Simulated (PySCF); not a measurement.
# Pb²⁺ (lead, charge +2): PBE calculation

Configuration: [Xe] 4f14 5d10 6s2, closed-shell 1S. All numbers are calculated (PySCF 2.14, a scalar-relativistic core potential, in def2-TZVPPD with the def2 core potential (60 electrons) (7s5p4d2f, 56 functions)).

```json
{
  "Total energy": "-192.1048 hartree",
  "One-electron energy": "-322.6814 hartree",
  "Hartree (Coulomb) energy": "146.1537 hartree",
  "Exchange-correlation energy": "-15.5771 hartree",
  "⟨S²⟩": "0.0000",
  "⟨L²⟩": "0.000",
  "Sum of ⟨r⟩": "25.27 bohr",
  "Sum of ⟨r²⟩": "38.59 bohr²"
}
```

```tsv
shell	electrons	mean orbital energy (eV)	rms radius, mean of both spins (bohr)
5s	2	-161.61	0.916
5p	6	-103.69	1.05
5d	10	-37.815	1.40
6s	2	-27.391	2.31
```

Energies and moments cover only the electrons outside the core potential. Spin-orbit coupling, which splits the p, d and f shells strongly at this Z, is absent.
